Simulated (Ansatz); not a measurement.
CH6BFOSi can be A, `OBC(F)[SiH3]`, or B, `CB(F)O[SiH3]`.

Calculated with Ansatz (gas phase, PBE0-D4/def2-TZVP geometries, no zero-point term in ΔE). CCSD(T)/CBS adds triple-zeta CCSD(T) − MP2 to the extrapolated MP2 energy (def2 sets, frozen cores). Functionals use def2-TZVPP. B3LYP here is the variant with VWN-RPA as its local correlation; programs differ in this. Each species was taken in one conformer, which may not be the lowest.

**Question.** Which isomer does CCSD(T)/CBS put lower? Give the gap. (Estimate.)

**Answer.** Ansatz gave: B, by 355.6 kJ/mol.

**Question.** Give E(B) − E(A) in kJ/mol with PBE0-D4, HF/def2-TZVPP, r2SCAN-D4, MP2/def2-TZVPP, B2PLYP, CCSD(T)/def2-TZVPP, B3LYP-D4. (Estimate.)

**Answer.** The calculation gave: PBE0-D4 -340.8, HF/def2-TZVPP -377.8, r2SCAN-D4 -352.0, MP2/def2-TZVPP -366.0, B2PLYP -357.3, CCSD(T)/def2-TZVPP -355.3, B3LYP-D4 -348.3. None reverses the order clearly.

Largest T1 diagnostic: 0.013.

From PBE to PBE0 (25 % exact exchange), in def2-TZVPP and without D4, E(B) − E(A) moves by −13.2 kJ/mol. In def2-TZVPP, CCSD(T) changes the Hartree–Fock value by +22.5 kJ/mol (the triples alone add +3.9 kJ/mol) and MP2 by +11.8 kJ/mol.
